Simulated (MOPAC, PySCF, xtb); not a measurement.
Scan of H4AlN, singlet: twist about the double or partial double bond, both ends planar. Scanned: twist about the central bond. Other coordinates (Al-N length, H-Al-N angle, H-N-Al angle, Al-H length, N-H length) were minimised at PBE0/def2-TZVP. Each profile is relative to its own lowest point.

| at / ° | A | B | C |
|---|---|---|---|
| 0 | 0.00 | 0.00 | 0.00 |
| 7.50 | 0.18 | 0.30 | 0.07 |
| 15 | 0.72 | 1.24 | 0.27 |
| 22.50 | 1.59 | 2.61 | 0.57 |
| 30 | 2.74 | 4.42 | 0.98 |
| 37.50 | 4.10 | 6.61 | 1.45 |
| 45 | 5.60 | 9.14 | 1.96 |
| 52.50 | 7.12 | 11.81 | 2.46 |
| 60 | 8.59 | 14.49 | 2.94 |
| 67.50 | 9.87 | 16.97 | 3.35 |
| 75 | 10.88 | 19.02 | 3.67 |
| 82.50 | 11.52 | 20.39 | 3.87 |
| 90 | 11.75 | 20.83 | 3.93 |

Energies in kcal/mol.

Q: Which curve belongs to which method? The methods are AM1, restricted, heats of formation (MOPAC); PySCF with CCSD(T) on RHF/cc-pVTZ, 6 core orbitals frozen; GFN1-xTB in xtb.

A: A is CCSD(T); B is AM1; C is GFN1-xTB.

Near 90° the triplet can lie below this singlet.
